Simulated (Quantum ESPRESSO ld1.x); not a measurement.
Question: Ne7+, configuration [He] 2s1. Calculated with ld1.x of Quantum ESPRESSO 7.5: non-relativistic Kohn-Sham, LDA (Slater exchange, Perdew-Wang correlation), spin-polarised, spherical densities, point nucleus; open shells are filled with parallel spins first. Some entries of the table are withheld. Estimate them.

orbital,occ.,eigenvalue (Ry),<r^2> (bohr^2),r(max) (bohr)
1s up,1,-79.5016,0.03335,(1)
1s down,1,-79.3295,0.03326,(2)
2s up,1,-16.5326,0.5518,0.5899
2s down,0,-15.7720,0.5648,0.5902
2p up,0,-15.3867,0.4426,0.4822
2p down,0,-14.6893,0.4476,0.4756
3s up,0,-6.60163,2.980,(3)
3s down,0,-6.42633,3.120,(4)

Answer: 
(1) 1s up r(max) (bohr): 0.1030
(2) 1s down r(max) (bohr): 0.1031
(3) 3s up r(max) (bohr): 1.543
(4) 3s down r(max) (bohr): 1.580
